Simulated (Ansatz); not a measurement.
Consider the hydrogenolysis of a Ga–Se bond: `[F][Ga]([Cl])[SeH]` + H₂ → `[F][GaH][Cl]` + H₂Se.

Computed with Ansatz on PBE0-D4/def2-TZVP structures; ΔE is electronic, products minus reactants. CCSD(T)/CBS adds triple-zeta CCSD(T) − MP2 to the extrapolated MP2 energy (def2 sets, frozen cores). This one scheme is used for every species. DFT in def2-TZVPP. For Ga, Se outer-core shells are correlated without core-valence functions, which leaves a few kJ/mol of doubt a bond. Scalar relativity is left out up to krypton. One conformer a species, not always the lowest.

`[F][Ga]([Cl])[SeH]`:

Z-matrix (Å, degrees):
```
Ga
F 1 1.742
Se 1 2.293 2 118.4
Cl 1 2.121 2 116.2 3 -180.0
H 3 1.470 1 90.4 2 -180.0
```

H₂:

```xyz
2

H    -0.255    0.045   -0.269
H     0.255   -0.045    0.269
```

`[F][GaH][Cl]`:

```xyz
4

F     1.168   -0.567   -1.133
Ga   -0.124   -0.066   -0.073
Cl    0.539    1.104    1.567
H    -1.583   -0.471   -0.361
```

H₂Se:

Z-matrix (Å, degrees):
```
Se
H 1 1.467
H 1 1.467 2 91.2
```

```tsv
level	ΔE (kJ/mol)
r2SCAN0	79.3
LC-ωPBE	67.3
CCSD(T)/def2-TZVPP	78.3
CCSD/CBS(def2)	76.3
```

**Question.** What does CCSD(T)/CBS give? (An estimate is asked.)

**Answer.** The calculation gave: +81.0 kJ/mol. The listed levels differ from it by -1.7, -13.7, -2.7, -4.7 kJ/mol.

Largest T1 diagnostic among the species: 0.013.

The D4 term adds +9.0 kJ/mol with B3LYP and +4.9 kJ/mol with PBE0; it sums over pairs of atoms, weighted by their polarisabilities, and B3LYP, whose exchange is more repulsive, gets the larger term. In def2-TZVPP, CCSD(T) changes the Hartree–Fock value by +15.5 kJ/mol (the triples alone add +4.6 kJ/mol) and MP2 by +24.9 kJ/mol. Leaving LDA and LC-ωPBE aside and taking each functional with its dispersion term where it has one, the values, not all of them listed here, spread over 16.4 kJ/mol, from B97M-V to revPBE-D4.

CCSD(T)/CBS has its own doubt, a few kJ/mol and more with outer-core shells, so smaller differences from it don't rank the levels.

B3LYP here is the variant with VWN-RPA as its local correlation; programs differ in this.
